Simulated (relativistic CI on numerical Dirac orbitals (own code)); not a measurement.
**Cu³⁺ in a cubic cluster: 3p photoemission with charge transfer**

Computed with a charge-transfer multiplet model of a cubic metal-ligand cluster with up to 2 ligand holes, Slater and spin-orbit integrals from Dirac-Coulomb-Breit ions, Slater integrals scaled by 0.9. The ground state mixes d8 with configurations of k ligand holes L, whose averages lie at kΔ + k(k − 1)U_dd/2; a core hole lowers each added d electron by U_cd. 300 K, Lorentzian 0.9 eV and Gaussian 0.8 eV FWHM.

Atomic integrals in eV (Slater integrals scaled, ζ unscaled), ground: F2dd 12.450, F4dd 7.768, zeta_d 0.110; with the core hole: F2dd 13.336, F4dd 8.362, zeta_d 0.118, zeta_core 1.767, F2cd 14.000, G1cd 17.195, G3cd 10.550.

Cluster parameters (eV): U_dd = 7.6, U_cd = 8.7, 10Dq = 0.5, 10Dq(ligand) = 0.7, V(eg) = 2.2, V(t2g) = -1, final-state hopping factor = 0.8.

```csv
Case,n_d,d8,d9L,d10L2,S
Δ = -4.3 eV,8.98,0.18,0.66,0.16,1.00
Δ = -1.3 eV,8.64,0.41,0.54,0.05,1.00
Δ = -0.3 eV,8.53,0.51,0.46,0.03,1.00
Δ = 0.7 eV,8.43,0.60,0.38,0.02,1.00
Δ = 1.7 eV,8.34,0.68,0.31,0.01,1.00
```

Weights, n_d and S are thermal averages at 300 K. Binding energies count from the first peak over 30 % of the highest in each spectrum, which can be another peak from case to case. The parameters are a model scan and need not match a compound or its usual spin state. Peaks in eV (height, largest 100):
- Δ = -4.3 eV: 0.0 (100), 2.5 (53), 9.0 (35), 17.4 (24)
- Δ = -1.3 eV: 0.0 (100), 7.6 (50), 15.3 (34), 18.7 (10), 26.8 (6), 29.1 (8)
- Δ = -0.3 eV: 0.0 (100), 7.0 (55), 14.4 (27), 16.4 (25), 25.7 (8), 28.0 (12)
- Δ = 0.7 eV: 0.0 (100), 6.8 (58), 13.3 (28), 16.5 (36), 21.0 (6), 24.7 (10), 27.0 (16)
- Δ = 1.7 eV: 0.0 (100), 5.9 (59), 12.4 (29), 15.9 (40), 20.0 (7), 23.7 (12), 26.1 (20)

For the case Δ = -1.3 eV, Δ = -1.3 eV is smaller than U_dd = 7.6 eV, the charge-transfer side of the Zaanen-Sawatzky-Allen scheme (negative Δ: between configuration averages a ligand hole costs less than the nominal valence; multiplet and field energies can change this for the lowest states). With the core hole the configuration with one ligand hole lies at Δ − U_cd = -13.0, -10.0, -9.0, -8.0, -7.0 eV from the one without, in the order of the table; where this is negative the screened configuration lies lower.
